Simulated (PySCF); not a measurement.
Cu²⁺ (copper, charge +2) across methods

[Ar] 3d9, 2D determinant. Computed with PySCF 2.14 in x2c-QZVPPall, with scalar relativity by spin-free X2C-1e. The B2PLYP total includes its PT2 part (frozen core); its orbital energies are those of the SCF part.

| method | E (hartree) | mean ε 3p β (eV) | mean ε 3d α (eV) | mean ε 3d β (eV) | Σ⟨r²⟩ (bohr²) | ⟨S²⟩ |
| --- | --- | --- | --- | --- | --- | --- |
| B2PLYP | -1653.493 | -107.22 | -35.828 | -34.507 | 15.30 | 0.751 |
| TPSS | -1653.792 | -97.389 | -29.994 | -28.972 | 15.55 | 0.750 |
| UHF | -1652.31929 | -115.98 | -40.511 | -38.859 | 15.04 | 0.751 |
| r2SCAN | -1653.736 | -98.850 | -30.387 | -29.234 | 15.41 | 0.751 |
| PBE0 | -1653.534 | -101.93 | -32.937 | -31.752 | 15.40 | 0.751 |
| PBE | -1653.516 | -96.892 | -30.153 | -29.096 | 15.59 | 0.750 |
| wB97X | -1653.830 | -103.69 | -35.253 | -34.136 | 15.38 | 0.751 |

Task: Estimate the same row for LDA.

Result: E (hartree) = -1650.862; mean ε 3p β (eV) = -96.921; mean ε 3d α (eV) = -30.503; mean ε 3d β (eV) = -29.401; Σ⟨r²⟩ (bohr²) = 15.59; ⟨S²⟩ = 0.750.
